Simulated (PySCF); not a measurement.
# Stretching RuO

Set-up: PySCF, scalar-relativistic core potentials, basis sets Ru cc-pVDZ-PP with ECP28, O cc-pVDZ. Energies in eV from Ru (4d7 5s1) + O in their ground configurations at the same level. State: ⁵Δ (quintet), unpaired electrons σ ↑, π ↑↑, δ ↑.

All columns are PBE0. A positive dipole means Ru(−)O(+).

| R (Å) | E (eV) | μ (D) | Mulliken charge on Ru (basis-dependent) | HOMO (eV) | LUMO (eV) | Mayer bond order | ⟨S²⟩ |
| --- | --- | --- | --- | --- | --- | --- | --- |
| 1.468 | -2.775 | -1.80 | 0.14 | -6.14 | -2.63 | 2.43 | 6.00 |
| 1.536 | -3.816 | -2.44 | 0.19 | -6.24 | -2.71 | 2.37 | 6.00 |
| 1.605 | -4.384 | -3.03 | 0.24 | -6.33 | -2.77 | 2.32 | 6.01 |
| 1.656 | -4.582 | -3.44 | 0.27 | -6.40 | -2.80 | 2.29 | 6.01 |
| 1.707 | -4.634 | -3.82 | 0.29 | -6.46 | -2.83 | 2.25 | 6.01 |
| 1.758 | -4.576 | -4.16 | 0.31 | -6.52 | -2.85 | 2.22 | 6.01 |
| 1.827 | -4.373 | -4.55 | 0.33 | -6.51 | -2.86 | 2.18 | 6.01 |
| 1.912 | -3.989 | -4.94 | 0.35 | -6.44 | -2.94 | 2.14 | 6.02 |
| 2.014 | -3.427 | -5.27 | 0.35 | -6.34 | -3.10 | 2.08 | 6.02 |
| 2.151 | -2.633 | -5.44 | 0.34 | -6.14 | -3.22 | 1.97 | 6.03 |

A fit through these points gives, at Re = 1.703 Å, μ = -3.79 D and dμ/dR = -7.03 D/Å; the reduced mass is 13.82 u.

Problem. How strong is the fundamental in the double-harmonic approximation, I = 42.26·(dμ/dR)²/μred km/mol?

Solution. I = 42.26·(-7.03)²/13.82 = 151 km/mol at PBE0.

The metal atom is held in its measured ground configuration; semilocal functionals can put another filling of s and d lower by some tenths of an eV, and De to that atom would be smaller. Spin–orbit coupling is left out, which matters for elements this heavy, above all for dissociation energies. With d or f electrons several states lie close, and the lowest PBE0 determinant need not be the measured ground state.
